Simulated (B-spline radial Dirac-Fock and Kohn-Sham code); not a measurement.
## Magnetic form factor of the 3d shell of Ga⁺

System: the Ga⁺ ion, configuration [Ar] 3d9 4s2 4p1 (an excited configuration).

The run's input, task.json:

```json
{"items": [{
  "Z": 31,
  "q": 1,
  "cfg": [[1, 0, 2], [2, 0, 2], [2, 1, 6], [3, 0, 2], [3, 1, 6], [3, 2, 9], [4, 0, 2], [4, 1, 1]],
  "A": 69,
  "rrms": 3.9973,
  "do": ["scatter"],
  "s": [0.0, 0.05, 0.1, 0.15, 0.2, 0.25, 0.3, 0.35, 0.4, 0.45, 0.5, 0.6, 0.7, 0.8, 0.9, 1.0, 1.1, 1.2, 1.4, 1.6, 1.8, 2.0, 2.5, 3.0, 3.5, 4.0, 5.0, 6.0],
  "pz": [0, 0.1, 0.15, 0.21, 0.31, 0.46, 0.67, 0.98, 1.4, 2.1, 3.1, 4.5, 6.6, 9.6, 14.0, 21.0, 30.0, 44.0, 64.0, 94.0, 140.0],
  "hv_scatter": [5000, 8047.8, 17479.3, 20000, 30000, 200000, 500000, 1000000]
}]}
```

Run with: `python xray_run.py task.json out`

Level of theory: Dirac-Fock orbitals of the configuration average with a finite nucleus; a radial B-spline solver. ⟨j_K⟩ is the integral of the 3d radial density with the spherical Bessel function j_K(4πsr), s = sin θ/λ.

```tsv
s (Å⁻¹)	⟨j0⟩	⟨j2⟩	⟨j4⟩
0	1.0000	0.0000	0.0000
0.05	0.9870	0.0052	0.0000
0.1	0.9494	0.0199	0.0002
0.15	0.8909	0.0422	0.0011
0.2	0.8170	0.0689	0.0030
0.25	0.7334	0.0972	0.0065
0.3	0.6459	0.1243	0.0117
0.35	0.5590	0.1482	0.0184
0.4	0.4763	0.1676	0.0263
0.45	0.3999	0.1821	0.0351
0.5	0.3313	0.1916	0.0442
0.6	0.2184	0.1974	0.0616
0.7	0.1359	0.1899	0.0760
0.8	0.0784	0.1742	0.0862
0.9	0.0399	0.1545	0.0920
1	0.0152	0.1336	0.0941
1.1	0.0000	0.1135	0.0931
1.2	-0.0088	0.0950	0.0898
1.4	-0.0150	0.0645	0.0793
1.6	-0.0144	0.0426	0.0666
```

Radial moments of the shell: ⟨r²⟩ = 0.7117, ⟨r⁴⟩ = 1.164, ⟨r⁶⟩ = 3.712 in powers of bohr.

Values without a named source are computed, but for edge energies of neutral atoms, which are taken from tables.
